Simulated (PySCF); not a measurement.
## Working with the constants of RbS⁻

UHF-CCSD(T) constants of RbS⁻, ³Π (triplet), unpaired electrons σ ↑, π ↑ (PySCF, scalar-relativistic core potentials, basis sets Rb def2-SVPD with ECP28, S def2-SVPD; masses 84.9118 and 31.9721 u):

| Item | Value |
| --- | --- |
| ωe | 152.7 cm⁻¹ |
| ωexe | 0.884 cm⁻¹ |
| Be | 0.069749 cm⁻¹ |
| αe | 0.000524 cm⁻¹ |
| D (centrifugal) | 5.82e-08 cm⁻¹ |

Question: Give the vibrational terms G(v) and spacings up to v = 6.

Answer: G(v) = ωe(v+½) − ωexe(v+½)².

```csv
v,G(v) (cm⁻¹),G(v) − G(v−1),Bv (cm⁻¹)
0,76.1,,0.06949
1,227.1,150.9,0.06896
2,376.2,149.2,0.06844
3,523.6,147.4,0.06792
4,669.2,145.6,0.06739
5,813.1,143.9,0.06687
6,955.2,142.1,0.06634
```

Correlated steps freeze 5 core orbitals. Spin–orbit coupling is left out. The state is the lowest determinant that a PBE0 search found; another state may lie lower at other levels.
